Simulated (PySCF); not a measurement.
TeO2, optimised at PBE/def2-SVP:

```xyz
3

O      0.7892     0.2817    -1.6318
Te    -0.0407     0.0174    -0.0001
O     -1.0639    -1.5231     0.0295
```

Computed with PySCF (xtb for GFN2) and rigid-rotor harmonic-oscillator thermochemistry at 1 bar. All species are closed-shell singlets. Te: scalar-relativistic def2 core potential, no spin-orbit coupling.

Question: List the harmonic frequencies (cm⁻¹, unscaled) at this level and at the other levels, each on its own geometry.

Answer: 
- PBE/def2-SVP: 256, 789, 811
- GFN2-xTB: 291, 771, 794
- PBE0/def2-TZVP: 298, 903, 915
